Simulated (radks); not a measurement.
The numbers below are computed, except where a source is named.
Cd25+, configuration [Ar] 3d5.

Level of theory: scalar-relativistic Kohn-Sham, exchange-only LDA, spin-polarised, spherical densities, point nucleus; open shells are filled with parallel spins first (spin-orbit coupling, left out, can overturn this in heavy ions) (a radial shooting solver on a logarithmic mesh with Libxc functionals).

Energy parts (eV):
total: -141947.858
kinetic: 148129.973
electron-nucleus: -319568.335
Hartree: 32575.584
exchange: -3085.080

Orbitals (lengths in bohr, moments of r in powers of bohr; r(90%) holds 90 % of the orbital's charge):
orbital  occ.  eigenvalue (eV)     <r^2>  r(90%)
1s up       1        -27495.77  0.001252  0.0546
1s down     1        -27495.41  0.001252  0.0546
2s up       1        -4926.216   0.02029   0.203
2s down     1        -4911.778   0.02023   0.202
2p up       3        -4527.873   0.01596   0.186
2p down     3        -4516.690   0.01590   0.186
3s up       1        -1604.685    0.1309   0.495
3s down     1        -1588.055    0.1319   0.497
3p up       3        -1475.271    0.1278   0.495
3p down     3        -1458.285    0.1290   0.498
3d up       5        -1288.871    0.1056   0.465
3d down     0        -1268.790    0.1071   0.469

The highest occupied level is 3d up at -1288.9 eV. The density falls to 0.001 e/bohr^3 at r = 1.01 bohr. Spin moment in Bohr magnetons: 5. For comparison, the ionisation energy in NIST's Atomic Spectra Database is 1320 eV (theoretical). In exact Kohn-Sham theory the highest level is minus the ionisation energy, but local and semilocal functionals leave it too shallow, through self-interaction and a potential that decays too fast; potentials with the right tail come closer. Summed over all electrons, <r^2> = 1.700 bohr^2, which gives a Langevin (diamagnetic) susceptibility term of -1.35 x 10^-6 cm^3/mol.
